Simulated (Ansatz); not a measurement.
Basis-set extrapolation for `C/[C]([AlH2])=C\[SiH3]` (PBE0-D4/def2-TZVP geometry, frozen core, the Gaussian-basis code of Ansatz). Multiplicity 1, RHF reference.

```csv
,def2-TZVPP,def2-QZVPP
HF,-649.716245,-649.737753
MP2 correlation,-0.707766,-0.753888
CCSD(T) correlation,-0.802450,not run
```

Energies in hartree. Use E(X) = E(∞) + A·exp(−7.88·√X) for Hartree–Fock and E(X) = E(∞) + B·X^(−2.97) for correlation, with X = 3 and 4, and add CCSD(T) minus MP2 of the smaller set to the MP2 limit.

Question: What is the CCSD(T) energy at the basis-set limit?

Answer: HF limit: -649.737753 + (-0.021508) × 0.13774 = -649.74072. MP2 limit: -0.753888 + (-0.046122) × 0.74074 = -0.78805. Higher-order term: -0.802450 − (-0.707766) = -0.09468. Total: -650.62345 hartree, 65.7 kcal/mol below CCSD(T)/def2-TZVPP.
